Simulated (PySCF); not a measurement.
Species: C7H9 (doublet state).
Cartesian coordinates in Å at the GFN2-xTB level; atoms count from 1:
```
atom  x, y, z in Å
C1    -2.120   -0.421   -0.563
C2    -1.241   -0.442    0.699
C3     0.141   -0.034    0.363
C4     1.191   -0.897   -0.065
C5     2.289   -0.131   -0.318
C6     1.943    1.259   -0.053
C7     0.643    1.300    0.353
H8    -3.136   -0.721   -0.317
H9    -2.141    0.579   -0.989
H10   -1.723   -1.105   -1.309
H11   -1.243   -1.453    1.113
H12   -1.666    0.245    1.435
H13    1.108   -1.963   -0.160
H14    3.253   -0.464   -0.657
H15    2.617    2.087   -0.171
H16    0.077    2.170    0.629
```

The hyperfine couplings belong to this conformer and change with its torsions.

As a line formula: `CC[C]1C=CC=C1` [radical].

Method used: UKS B3LYP, pcH-1 on C H, non-relativistic, mean-field spin-orbit, GIAO (PySCF). Isolated species at its GFN2-xTB geometry (one conformer only). The geometry wasn't refined by DFT: couplings that depend on bond lengths, twists or pyramidal angles can differ widely from those at the functional's own minimum. Stability of the SCF solution: not tested.

(1) Where do the isotropic ENDOR lines of H14/H15, H11/H12, H8/H9/H10 and H13/H16 fall at 344.6 mT, to first order?

(2) Which pairs are centred on the nuclear Larmor frequency, and which on half the coupling?

(3) At what field would the lower line of H11/H12 fall to zero frequency?

Results:

(1) For S = 1/2 in fast tumbling each set of equivalent nuclei gives two lines, ν± = |νn ± a/2| to first order, with νn = g_N μN B/h and μN/h = 7.62259 MHz/T.

| nuclei | isotope | g_N | νn (MHz) | a_iso (MHz) | lower line (MHz) | upper line (MHz) |
| --- | --- | --- | --- | --- | --- | --- |
| H14/H15 | 1H | 5.5857 | 14.67 | -22.24 | 3.55 | 25.79 |
| H11/H12 | 1H | 5.5857 | 14.67 | 21.36 | 3.99 | 25.35 |
| H8/H9/H10 | 1H | 5.5857 | 14.67 | 2.51 | 13.42 | 15.93 |
| H13/H16 | 1H | 5.5857 | 14.67 | 2.01 | 13.67 | 15.68 |

(2) Centred on νn, since |a| < 2νn: H14/H15, H11/H12, H8/H9/H10 and H13/H16. No pair has |a| > 2νn.

(3) Where νn = |a|/2, that is B = 10.68 MHz/(5.5857 × 7.62259 MHz/T) = 251 mT, as far as first order holds there.

Class means assume fast exchange of nuclei equivalent by connectivity; if that motion is slow, each nucleus keeps its own coupling. The three 1H nuclei of mean +2.5 MHz run from -2.7 to 12.9 MHz in the frozen geometry.
